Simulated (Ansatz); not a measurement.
Reaction (redistribution): `N[SiH2]N[SiH](N)F` + `N[SiH](O)[SnH3]` → `N[SiH2][SnH3]` + `N[Si@H](O)N[Si@@H](N)F`

Computed with Ansatz on PBE0-D4/def2-TZVP structures; ΔE is electronic, products minus reactants. CCSD(T)/CBS is the MP2 limit (def2-TZVPP, def2-QZVPP) plus CCSD(T) − MP2 in def2-TZVPP, frozen cores. Functionals use def2-TZVPP. def2 core potentials past Kr. For Sn outer-core shells are correlated without core-valence functions, which leaves a few kJ/mol of doubt a bond. Each species was taken in one conformer, which may not be the lowest.

`N[SiH2]N[SiH](N)F`:

Cartesian coordinates in Å:
```
N -0.912 -0.094 -1.763
Si -1.511 0.215 -0.173
N -0.468 -0.506 0.996
Si 1.203 -0.236 1.249
N 1.821 0.373 -0.199
F 1.511 0.832 2.404
H -0.922 -1.038 -2.121
H -1.149 0.561 -2.492
H -2.856 -0.361 0.113
H -1.579 1.696 -0.092
H -0.916 -1.152 1.629
H 1.808 -1.478 1.783
H 1.310 0.268 -1.062
H 2.659 0.921 -0.271
```

`N[SiH](O)[SnH3]`:

```xyz
11

N     0.526    1.843   -0.062
Si    0.163    0.332   -0.759
O    -1.273    0.371   -1.579
Sn    0.041   -1.408    1.131
H     0.903    2.589   -0.624
H    -0.005    2.200    0.715
H     1.272    0.033   -1.706
H    -1.624   -0.458   -1.908
H     1.585   -1.973    1.599
H    -0.880   -2.778    0.671
H    -0.708   -0.750    2.522
```

`N[SiH2][SnH3]`:

Z-matrix (Å, degrees):
```
Si
Sn 1 2.563
N 1 1.724 2 108.1
H 1 1.496 2 108.4 3 -126.1
H 1 1.487 2 110.6 3 117.4
H 2 1.709 1 111.7 3 167.6
H 2 1.712 1 110.3 3 48.2
H 2 1.708 1 111.9 3 -71.3
H 3 1.008 1 119.5 2 167.3
H 3 1.007 1 119.8 2 -50.1
```

`N[Si@H](O)N[Si@@H](N)F`:

Cartesian coordinates in Å:
```
N -0.053 2.661 0.494
Si -0.323 1.036 0.935
O 0.952 0.213 1.542
N -0.805 0.180 -0.503
Si -0.524 -1.429 -0.960
N 1.093 -1.837 -0.524
F -1.389 -2.510 -0.159
H -0.201 3.386 1.177
H 0.673 2.915 -0.157
H -1.391 1.110 1.960
H 1.187 -0.594 1.055
H -1.467 0.684 -1.078
H -0.896 -1.592 -2.384
H 1.294 -2.813 -0.360
H 1.849 -1.408 -1.038
```

Task: Is it downhill or uphill in electronic energy at CCSD(T)/CBS, and by how much? (Estimate.)

Result: The calculation gave: Downhill: ΔE = -4.9 kcal/mol.

Task: What do these levels give: r2SCAN-D4, ωB97M-V, PBE, MP2/def2-TZVPP, SCS-MP2/def2-TZVPP, CCSD(T)/def2-TZVPP? (Estimate.)

Result: Computed: r2SCAN-D4 -5.3, ωB97M-V -4.9, PBE -4.9, MP2/def2-TZVPP -5.1, SCS-MP2/def2-TZVPP -4.8, CCSD(T)/def2-TZVPP -5.4 kcal/mol.

Largest T1 diagnostic among the species: 0.013.
